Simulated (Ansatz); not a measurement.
Ideal-gas functions of HI₃OTi (`[OH][Ti]([I])([I])[I]`) at 298.15 K and 1 bar, from an Ansatz frequency run at PBE0-D4/def2-TZVP.

Molar mass 445.59 g/mol, point group Cs (symmetry number 1), electronic degeneracy 1, moments of inertia 1225.337, 1244.544, 2194.91 u Å². Harmonic wavenumbers (cm⁻¹, unscaled): 53, 54, 66, 80, 111, 169, 178, 216, 333, 343, 840, 3949.

Use S(trans) = R[1.5 ln M + 2.5 ln T − 1.1517]; rotational temperatures θ = 24.2544 K / I; S(rot) = R[ln(√π/σ · √(T³/θAθBθC)) + 1.5]; for each mode x = 1.438777 ν̃/T, S = R[x/(eˣ − 1) − ln(1 − e⁻ˣ)] and H = RT x/(eˣ − 1); 1 cm⁻¹ = 0.0119627 kJ/mol; R = 8.31446 J/(mol·K).

Q: By hand: the entropy, in J/(mol·K).

A: Translation 184.9. Rotation: θ = 0.0198, 0.0195, 0.0111 K, giving 139.7. Vibration, mode by mode: 19.67, 19.52, 17.86, 16.28, 13.60, 10.24, 9.83, 8.34, 5.21, 5.01, 0.74, 0.00, in all 126.3. Electronic 0.0. Sum 450.9 J/(mol·K).

Q: By hand: H − E and G − E in kJ/mol, counted from the electronic energy.

A: Zero-point energy ½ × 6392 × 0.0119627 = 38.2; thermal vibration 17.1; translation, rotation and pV give 4 RT = 9.9. H − E = 65.2 kJ/mol, and G − E = 65.2 − 298.15 × 450.9/1000 = -69.2 kJ/mol.

Vibration gives 28 % of the entropy, 86.9 J/(mol·K) of it from the modes under 150 cm⁻¹: soft modes count most, and the harmonic formula is weakest for them. The sum counts one conformer and one mirror image; others add a mixing term.
